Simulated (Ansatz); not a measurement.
Species: C$_{3}$H$_{3}$N$_{2}$, charge -1, multiplicity 1. It need not be the lowest isomer of its formula. Whether it binds its extra electron was not tested at this geometry. 
Structure (B3LYP-D3(BJ)/def2-TZVP (Ansatz, an electronic-structure program) minimum search):
SMILES: c1cn[n-]c1
```xyz
8

C      0.0055     1.1616     0.1334
C      1.0937     0.2817     0.0672
N      0.6754    -0.9876    -0.0918
N     -0.6847    -0.9763    -0.1338
C     -1.0909     0.2998    -0.0004
H      0.0106     2.2354     0.2568
H      2.1522     0.5089     0.1270
H     -2.1472     0.5447    -0.0060
```
Charge -1, spin multiplicity 1.

Basis-set convergence of Hartree-Fock and MP2 correlation energies (hartree) with Ansatz. Correlated levels leave the core frozen unless marked. No spin-orbit coupling. Non-relativistic.

| basis | functions | E(HF) | E(corr, MP2) |
|---|---|---|---|
| aug-cc-pVDZ | 142 | -224.23993 | -0.77396 |
| aug-cc-pVTZ | 299 | -224.28624 | -0.91992 |
| aug-cc-pVQZ | 538 | -224.29923 | -0.97027 |

Extrapolating the two largest sets (X = 3 and 4) as X^-3: E(corr) = (64·(-0.97027) - 27·(-0.91992))/37 = -1.0070 Eh, an estimate of the basis-set limit. The largest set recovers 96.4 % of it, the smallest 76.9 %.
